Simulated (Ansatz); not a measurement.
Input file for Ansatz (a first-principles code): R-RI-MP2/aug-cc-pVQZ on N2 (SMILES N#N) with ghost functions, monomers drawn apart or pushed together. Files ending in .json are basis or fitting sets from the Basis Set Exchange.

Ansatz 0.2 input:
```yaml
crystal:
  periodic: [false, false, false]
  atoms:
    - {symbol: N, position_ang: [0.14620102, -0.13012118, 4.42895061]}
    - {symbol: N, position_ang: [0.05193390, -0.16697460, 3.34330842]}
basis:
  gaussian:
    orbitals: aug-cc-pVQZ
    fitting: {mean_field: def2-universal-JKFIT, correlation: aug-cc-pVQZ-RIFIT.json}
    ghost_atoms:
      - {symbol: O, position_ang: [-0.13957094, 0.04763929, -0.29292109]}
      - {symbol: H, position_ang: [-0.19305451, 0.01711521, 0.66818321]}
      - {symbol: H, position_ang: [0.40526958, -0.70618005, -0.54001064]}
magnetization: {spin_polarized: false}
correlation: {method: mp2, electrons: outside_noble_gas}
scf: {lower_state_search: off}
```

The head of its log:

```
WARN ansatz: RAYON_NUM_THREADS=1 ignored (pool sized by the plan → 1); use --threads N
Functional definition: HF
these checks for a lower state are left out or cut short: stability, starts, cluster_reference, orbital_swaps, neighbouring_geometries, increment
integrals: 0.28 GiB planned
267 factors; integrals over basis functions are off by at most 2.3e0 eV
mean field: 0.49 GiB planned
mean field evaluation 1: about -2965.5191 eV, gradient 1.2e1 eV
mean field evaluation 2: about -2965.8242 eV, gradient 2.6e0 eV
mean field evaluation 4: about -2965.8457 eV, gradient 7.6e-2 eV
mean field -2965.84572711 eV, -108.9928201487 hartree, gradient 9.9e-6 eV, S^2 0.000000; 0 other end points of the search recorded, 0 dependent functions left out
2 core orbitals not correlated
664 factors; their error is unknown
reference -2965.84572711 eV, -108.9928201487 hartree; 5, 5 occupied and 325, 325 virtual orbitals, 664 factors
```

Task: Predict the final total energy.

Result: -109.3927 hartree.
